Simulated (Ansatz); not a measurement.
Program: Ansatz. Geometries: PBE0-D4/def2-TZVP. ΔE: electronic, gas phase. CBS: MP2 limit from def2 TZ/QZ plus the TZ coupled-cluster correction, frozen cores. This one scheme is used for every species. DFT in def2-TZVPP. For Ge outer-core shells are correlated without core-valence functions, which leaves a few kJ/mol of doubt a bond. Scalar relativity is left out up to krypton.

Reaction (cleavage of the B–Ge bond): `[BH2][GeH]1[O]C[O]1` + CH₃SH → `BSC` + `C1[O][GeH2][O]1`

```
             level  ΔE (kJ/mol)
         r2SCAN-D4       -123.6
SCS-MP2/def2-QZVPP       -116.9
```

**Question.** What does CCSD(T)/CBS give? (Best estimate.)

**Answer.** Computed: -115.2 kJ/mol. The listed levels differ from it by -8.4, -1.7 kJ/mol.

Largest T1 diagnostic among the species: 0.014.

In def2-TZVPP, CCSD(T) changes the Hartree–Fock value by −11.6 kJ/mol (the triples alone add −4.4 kJ/mol) and MP2 by −18.0 kJ/mol.
